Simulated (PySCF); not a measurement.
A structure optimised at PBE-D3(BJ)/def2-SVP, used in a PySCF frequency run:

```
C
C 1 1.3449
H 1 1.1035 2 121.46
H 2 1.1040 1 122.57 3 180.00
H 2 1.1058 4 116.13 1 180.00
In 1 2.1419 3 118.54 2 180.00
Cl 6 2.3636 1 126.20 3 0.00
Br 6 2.5069 1 119.41 3 180.00
```

Question: Write its SMILES, formula and point group.

Answer: C=[CH][In]([Cl])[Br], C2H3BrClIn, Cs

Question: What are its rotational constants (standard atomic weights)?

Answer: 1.5100, 1.0451, 0.61764 GHz
